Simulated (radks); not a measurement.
Task: Species: the carbon ion C4+. Configuration: 1s1 2s1 (not the ground configuration). Method: Dirac Kohn-Sham, LDA (Slater exchange, Perdew-Wang correlation), spin-unpolarised, spherical densities, finite nucleus; Fermi nuclear charge, rms radius 2.4702 fm; computed with a radial shooting solver on a logarithmic mesh with Libxc functionals. Some entries of the table are withheld. Estimate them.

| orbital | occ. | eigenvalue (hartree) | <1/r> (bohr^-1) | <r> (bohr) |
|---|---|---|---|---|
| 1s1/2 | 1 | -15.00986 | (1) | 0.2567 |
| 2s1/2 | 1 | (2) | 1.319 | (3) |
| 2p1/2 | 0 | -2.82653 | 1.292 | (4) |
| 2p3/2 | 0 | -2.82518 | 1.291 | (5) |
| 3s1/2 | 0 | -1.16212 | 0.5551 | 2.657 |
| 3d3/2 | 0 | -1.06951 | (6) | 2.185 |
| 3d5/2 | 0 | -1.06942 | (7) | 2.185 |

Result: 
(1) 1s1/2 <1/r> (bohr^-1): 5.884
(2) 2s1/2 eigenvalue (hartree): -3.02412
(3) 2s1/2 <r> (bohr): 1.118
(4) 2p1/2 <r> (bohr): 0.9775
(5) 2p3/2 <r> (bohr): 0.9781
(6) 3d3/2 <1/r> (bohr^-1): 0.5373
(7) 3d5/2 <1/r> (bohr^-1): 0.5372
